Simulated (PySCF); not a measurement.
Species: C4H10Si.
Atom-mapped SMILES: `[CH2:1]=[CH:2][SiH2:3][CH2:4][CH3:5]` (hydrogens: H6, H7 on C1; H8 on C2; H9, H10 on Si3; H11, H12 on C4; H13, H14, H15 on C5)

The calculation used PBE0-D3(BJ)/def2-SVP geometry optimisation, gas phase in PySCF 2.14.0.

(1) List the bond lengths, angles and torsions at this level.

## Answers

(1) 
```json
{"bond": "C1=C2", "length (Å)": "1.338"}
{"bond": "C2–Si3", "length (Å)": "1.874"}
{"bond": "Si3–C4", "length (Å)": "1.886"}
{"bond": "C4–C5", "length (Å)": "1.526"}
{"bond": "C1–H6", "length (Å)": "1.097"}
{"bond": "C1–H7", "length (Å)": "1.096"}
{"bond": "C2–H8", "length (Å)": "1.099"}
{"bond": "Si3–H9, Si3–H10", "length (Å)": "1.500"}
{"bond": "C4–H11, C4–H12", "length (Å)": "1.104"}
{"bond": "C5–H13, C5–H14, C5–H15", "length (Å)": "1.102"}
```

Bonds in one row agree within 0.01 Å and their mean is given. A selection of angles:
```json
{"angle": "C2–C1–H6", "degrees": "122.2"}
{"angle": "C2–C1–H7", "degrees": "122.0"}
{"angle": "H6–C1–H7", "degrees": "115.7"}
{"angle": "C1–C2–Si3", "degrees": "124.3"}
{"angle": "C1–C2–H8", "degrees": "117.6"}
{"angle": "Si3–C2–H8", "degrees": "118.1"}
{"angle": "C2–Si3–C4", "degrees": "111.4"}
{"angle": "C2–Si3–H9", "degrees": "109.0"}
{"angle": "C4–Si3–H9", "degrees": "110.0"}
{"angle": "H9–Si3–H10", "degrees": "106.6"}
{"angle": "Si3–C4–C5", "degrees": "114.1"}
{"angle": "Si3–C4–H11", "degrees": "107.8"}
{"angle": "C5–C4–H11", "degrees": "110.4"}
{"angle": "C5–C4–H12", "degrees": "110.6"}
{"angle": "H11–C4–H12", "degrees": "106.0"}
{"angle": "C4–C5–H13", "degrees": "111.7"}
{"angle": "H13–C5–H14", "degrees": "107.3"}
```

Dihedral angles: C1–C2–Si3–C4 4° (synperiplanar); C2–Si3–C4–C5 180° (antiperiplanar). The mirror-image conformer, all signs reversed, is as good.

The 5 heavy atoms lie in one plane (0.014 Å rms). Si3 (SiH2 silicon) is tetrahedral (angles from 106.6° to 111.4°). The 2 C–C bonds span 1.338 Å (C1=C2, drawn double) to 1.526 Å (C4–C5, drawn single), a spread of 0.188 Å. Of the pairs four or more bonds apart, C4···H7 is among the closest relative to their van der Waals radii: 2.90 Å, 100 % of the sum of Bondi's values.

Point group: near Cs, missed by 0.17 Å at most; the miss may be what the optimiser left on a soft mode. Whether it is a minimum is left open (no frequencies). One conformer, not necessarily the lowest.
